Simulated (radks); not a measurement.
Neutral ytterbium is in [Xe] 4f14 6s2. Method: Dirac Kohn-Sham, BLYP, spin-unpolarised, spherical densities, finite nucleus; Fermi nuclear charge, rms radius of each element as measured or else 0.836 A^(1/3) + 0.57 fm; computed with a radial shooting solver on a logarithmic mesh with Libxc functionals. Sub-shells are occupied by j as written (lower j first in brackets). One electron is removed from 5p3/2, 6s1/2, 4f7/2, 4f5/2 in turn, with full relaxation. Which removal costs least, and what does each cost?

Answer. 6s1/2 6.508 eV; 4f7/2 9.516 eV; 4f5/2 10.910 eV; 5p3/2 31.024 eV. The 6s1/2 electron leaves first.
